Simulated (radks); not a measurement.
Effect of the nuclear size on the ytterbium ion Yb4+, [Xe] 4f12. Method: Dirac Kohn-Sham, relativistic LDA (MacDonald-Vosko exchange, VWN5 correlation), spin-unpolarised, spherical densities, finite nucleus; open shells fill j = l - 1/2 first; Fermi nuclear charge, rms radius 5.3108 fm; computed with a radial shooting solver on a logarithmic mesh with Libxc functionals. The rms radius is varied about that value; shifts are against it.

rms radius (fm),total energy shift (eV),density at nucleus (e/bohr^3),1s1/2 shift (meV),2s1/2 shift (meV),4p1/2 shift (meV),5s1/2 shift (meV),5p1/2 shift (meV),4f7/2 shift (meV),6s1/2 (empty) shift (meV)
4.7372,-7.99,1.049e+06,-3240,-441,0.126,-3.95,0.129,0.548,-0.815
5.1409,-2.43,1.023e+06,-987,-134,0.038,-1.20,0.039,0.167,-0.248
5.3108,0,1.012e+06,0.000,0.000,0.000,0.000,0.000,0.000,0.000
5.656,5.11,9.93e+05,2070,282,-0.080,2.52,-0.082,-0.351,0.521
6.0437,11.1,9.729e+05,4510,613,-0.172,5.49,-0.179,-0.762,1.13

Slopes of the eigenvalues against <r^2> in GHz/fm^2, as finite differences over the two radii next to the reference (eigenvalue slopes, not the field-shift constants of lines): 1s1/2 133000, 2s1/2 18100, 4p1/2 -5.12, 5s1/2 162, 5p1/2 -5.29, 4f7/2 -22.5, 6s1/2 (empty) 33.4.
